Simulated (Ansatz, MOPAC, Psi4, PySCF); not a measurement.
System: dimethyl(silylmethoxy)silane, C₃H₁₂OSi₂, net charge 0, singlet state. SMILES: C(O[SiH](C)C)[SiH3]
Geometry: optimised at B3LYP-D3(BJ)/def2-TZVP (Ansatz, a program for electronic structure).

Property: size of the dipole moment, in D. Terms: 6-311+G** with 5d, 6d on Na to Ar in Ansatz; dispersion terms only where a functional's name holds one; non-relativistic; no spin-orbit coupling; six Cartesian d functions in 6-31G* and its kin unless marked 5d; LANL2DZ with its own core potentials from Na on. Ab initio and DFT rows: single points at B3LYP-D3(BJ) geometries (Ansatz). Semi-empirical rows: dipoles at the shared geometry.

```json
[
 {"level": "AM1", "program": "MOPAC", "size of the dipole moment (D)": "0.86"},
 {"level": "PM6", "program": "MOPAC", "size of the dipole moment (D)": "1.51"},
 {"level": "MNDO", "program": "MOPAC", "size of the dipole moment (D)": "0.95"},
 {"level": "PBE/STO-3G", "program": "Ansatz", "size of the dipole moment (D)": "0.65"},
 {"level": "PBE/6-31G*", "program": "Ansatz", "size of the dipole moment (D)": "1.35"},
 {"level": "PBE/6-311+G**", "program": "Ansatz", "size of the dipole moment (D)": "1.30"},
 {"level": "BP86/6-31G* (5d)", "program": "PySCF", "size of the dipole moment (D)": "1.34"},
 {"level": "B3LYP/LANL2DZ", "program": "Ansatz", "size of the dipole moment (D)": "1.63"},
 {"level": "B3LYP/6-31G", "program": "Ansatz", "size of the dipole moment (D)": "1.71"},
 {"level": "B3LYP/6-31G*", "program": "Ansatz", "size of the dipole moment (D)": "1.31"},
 {"level": "B3LYP/6-31+G*", "program": "Ansatz", "size of the dipole moment (D)": "1.29"},
 {"level": "M06-2X/6-31G* (5d)", "program": "PySCF", "size of the dipole moment (D)": "1.23"},
 {"level": "wB97X-D/6-311+G**", "program": "Psi4", "size of the dipole moment (D)": "1.31"}
]
```

No value to compare with is used here. The 13 habitual levels span 0.65 (PBE/STO-3G) to 1.71 D (B3LYP/6-31G).

The levels are drawn from those run, B3LYP/6-31G* more often than the rest, none by its result; left out are runs that failed, that the program found above a lower state of the same kind, or whose <S^2> lies over 0.5 above the pure value.
